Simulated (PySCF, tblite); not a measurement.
Compound: C₇H₁₀Si.
Structure used (GFN2-xTB), in Å, numbered top down from 1:
```xyz
18
C7H10Si angstrom
C      0.6338    1.9607   -1.7755
C      0.6352    1.1491   -0.8951
C      0.6313    0.1623    0.1682
C      1.5976    0.5898    1.2799
C      1.0532   -1.1080   -0.3909
C      1.3962   -2.1561   -0.8575
Si    -1.1726   -0.0194    0.8484
C     -2.3094   -0.5468   -0.5690
H      0.6451    2.6724   -2.5460
H      2.6098    0.6901    0.8889
H      1.2900    1.5466    1.6968
H      1.6046   -0.1516    2.0761
H      1.7089   -3.0709   -1.2645
H     -1.1361   -1.0308    1.9125
H     -1.5657    1.2858    1.3949
H     -2.3082    0.1897   -1.3675
H     -1.9912   -1.4939   -0.9954
H     -3.3312   -0.6626   -0.2225
```

Theory: B3LYP/def2-SVPD in PySCF (dipole) on a GFN2-xTB geometry, gas phase.

Take the most abundant isotopes and a rigid rotor. The values belong to one conformer with, in the numbering `[CH:1]#[C:2][C:3]([CH3:4])([C:5]#[CH:6])[SiH2:7][CH3:8]`, C2–C3–Si7–C8 59°.

Q: Give the principal moments of inertia and the rotational constants in cm⁻¹.

A: Ia = 286.63, Ib = 346.57, Ic = 394.84 u·Å²; 505379 MHz·u·Å²/I gives 1763, 1458 and 1280 MHz, that is A = 0.05881, B = 0.04864, C = 0.04270 cm⁻¹.

Q: What kind of rotor is it?

A: An asymmetric top: κ = (2 × 1458 − 1763 − 1280)/(1763 − 1280) = -0.26.

Q: What does the inertial defect say?

A: Not planar: Δ = Ic − Ia − Ib = -238.37 u·Å². For a rigid frame Δ = −2 Σ m c², so Σ m c² = 119.18 u·Å² lies off the ab plane: 28.07 from hydrogen and 91.11 from heavier atoms. The atom farthest from that plane is 2.29 Å away.

Q: List the rotational levels J(Ka,Kc) to J = 4 (MHz).

A: Above 0(0,0):
J = 1: 1(0,1) 2738, 1(1,1) 3043, 1(1,0) 3221
J = 2: 2(0,2) 8156, 2(1,2) 8341, 2(1,1) 8876, 2(2,1) 9791, 2(2,0) 9849
J = 3: 3(0,3) 16170, 3(1,3) 16256, 3(1,2) 17313, 3(2,2) 18005, 3(2,1) 18265, 3(3,1) 20008, 3(3,0) 20020
J = 4: 4(0,4) 26731, 4(1,4) 26764, 4(1,3) 28464, 4(2,3) 28912, 4(2,2) 29560, 4(3,2) 31049, 4(3,1) 31131, 4(4,1) 33733, 4(4,0) 33736
Those of J = 1 are B + C, A + C and A + B.

Q: Predict some low-J microwave lines.

A: The dipole components are |μa| = 0.50 D, |μb| = 0.00 D, |μc| = 0.10 D; the mirror of this Cs structure is the ac plane, so μb vanishes by symmetry and there are no b-type lines. The squared components, which scale the intensities, stand as 1.00 : 0.04 (a : c). Some lines, for components of 0.1 D or more:

```csv
type,branch,"J(Ka,Kc)",MHz,lower level (cm⁻¹)
c,Q,"1(1,1) ← 1(0,1)",305,0.091
a,Q,"4(2,2) ← 4(2,3)",649,0.964
c,Q,"2(2,1) ← 2(1,1)",915,0.296
c,Q,"4(3,2) ← 4(2,2)",1488,0.986
a,Q,"4(1,3) ← 4(1,4)",1700,0.893
c,Q,"3(3,1) ← 3(2,1)",1743,0.609
c,Q,"4(4,1) ← 4(3,1)",2602,1.038
c,R,"1(1,0) ← 0(0,0)",3221,0.000
a,R,"2(1,2) ← 1(1,1)",5298,0.102
c,R,"2(1,1) ← 1(0,1)",6138,0.091
c,R,"2(2,0) ← 1(1,0)",6628,0.107
c,R,"2(2,1) ← 1(1,1)",6748,0.102
a,R,"3(2,2) ← 2(2,1)",8215,0.327
a,R,"3(1,2) ← 2(1,1)",8437,0.296
c,R,"3(2,1) ← 2(1,1)",9389,0.296
c,R,"3(2,2) ← 2(1,2)",9664,0.278
c,R,"3(3,1) ← 2(2,1)",10217,0.327
a,R,"4(0,4) ← 3(0,3)",10561,0.539
a,R,"4(2,3) ← 3(2,2)",10906,0.601
a,R,"4(3,2) ← 3(3,1)",11041,0.667
a,R,"4(3,1) ← 3(3,0)",11111,0.668
a,R,"4(2,2) ← 3(2,1)",11296,0.609
c,R,"4(2,2) ← 3(1,2)",12247,0.578
c,R,"4(1,3) ← 3(0,3)",12295,0.539
c,R,"4(3,1) ← 3(2,1)",12867,0.609
c,R,"4(4,0) ← 3(3,0)",13715,0.668
c,R,"4(4,1) ← 3(3,1)",13726,0.667
```

Its GFN2-xTB frequencies are all real (lowest 48 cm⁻¹). These are rigid-rotor constants of the computed structure; measured ground-state constants (B0) also hold zero-point vibration. A rigid rotor knows nothing of internal rotation, which can split or shift real lines.

Hardware: one thread, Arm Neoverse N1 (aarch64), no GPU (shared host). Cost: 92 s wall, 1.0 GiB resident at most. This is the B3LYP/def2-SVPD job that gave the dipole, with the excitations it also computed.
